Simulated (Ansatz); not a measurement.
`C/C(F)=[CH]/[GeH3]` + H₂ → `F/C=[CH]/[GeH3]` + CH₄  (hydrogenolysis of a C–C bond)

Calculated with Ansatz (gas phase, PBE0-D4/def2-TZVP geometries, no zero-point term in ΔE). CCSD(T)/CBS is the MP2 limit (def2-TZVPP, def2-QZVPP) plus CCSD(T) − MP2 in def2-TZVPP, frozen cores. This one scheme is used for every species. Double bonds are as drawn, so ΔE can hold a change between cis and trans. DFT in def2-TZVPP. For Ge outer-core shells are correlated without core-valence functions, which leaves a few kJ/mol of doubt a bond. Scalar relativity is left out up to krypton.

```
             level  ΔE (kJ/mol)
         r2SCAN-D4        -39.7
            B2PLYP        -48.0
              PBE0        -46.5
     HF/def2-TZVPP        -60.9
SCS-MP2/def2-TZVPP        -43.8
    MP2/def2-QZVPP        -39.0
SCS-MP2/def2-QZVPP        -43.8
    CCSD/CBS(def2)        -46.7
```

(1) What does CCSD(T)/CBS give? (Best estimate.)

Largest T1 diagnostic among the species: 0.012.

Answers

(1) The calculation gave: -42.9 kJ/mol. The listed levels differ from it by 3.2, -5.1, -3.6, -18.0, -0.9, 3.9, -0.9, -3.8 kJ/mol.

The D4 term adds +8.5 kJ/mol with B3LYP and +4.7 kJ/mol with PBE0; it sums over pairs of atoms, weighted by their polarisabilities, and B3LYP, whose exchange is more repulsive, gets the larger term. In def2-TZVPP, CCSD(T) changes the Hartree–Fock value by +17.4 kJ/mol (the triples alone add +3.7 kJ/mol) and MP2 by +21.7 kJ/mol.

B3LYP here is the variant with VWN-RPA as its local correlation; programs differ in this.
